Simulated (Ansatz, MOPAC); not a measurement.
Species: YBr2, net charge 1, singlet state. SMILES of the parent species: [Y]([Br])[Br]

Atoms: Y1, Br2, Br3. Bonds: Y1-Br2, Y1-Br3.

Bond lengths (Å) and angles (degrees) optimised at PM6 with MOPAC; PM7 with MOPAC; HF/STO-3G with Ansatz (an electronic-structure program); HF/3-21G with Ansatz; HF/LANL2DZ with Ansatz; B3LYP/LANL2DZ with Ansatz, each started from the B3LYP-D3(BJ)/def2-TZVP structure (Ansatz) of the last column. A row stands for all coordinates that are equal there. No wavenumbers were computed at HF/STO-3G, so these may be saddle points.

```csv
coordinate,PM6,PM7,HF/STO-3G,HF/3-21G,HF/LANL2DZ,B3LYP/LANL2DZ,B3LYP-D3(BJ)/def2-TZVP
Y1-Br2,2.459,2.436,2.517,2.547,2.585,2.551,2.509
Br2-Y1-Br3,180.0,180.0,141.0,114.9,117.3,108.5,111.8
```

Mean signed difference of all 2 bond lengths from B3LYP-D3(BJ)/def2-TZVP: PM6 -0.050 Å, PM7 -0.073 Å, HF/STO-3G 0.008 Å, HF/3-21G 0.038 Å, HF/LANL2DZ 0.076 Å, B3LYP/LANL2DZ 0.042 Å.
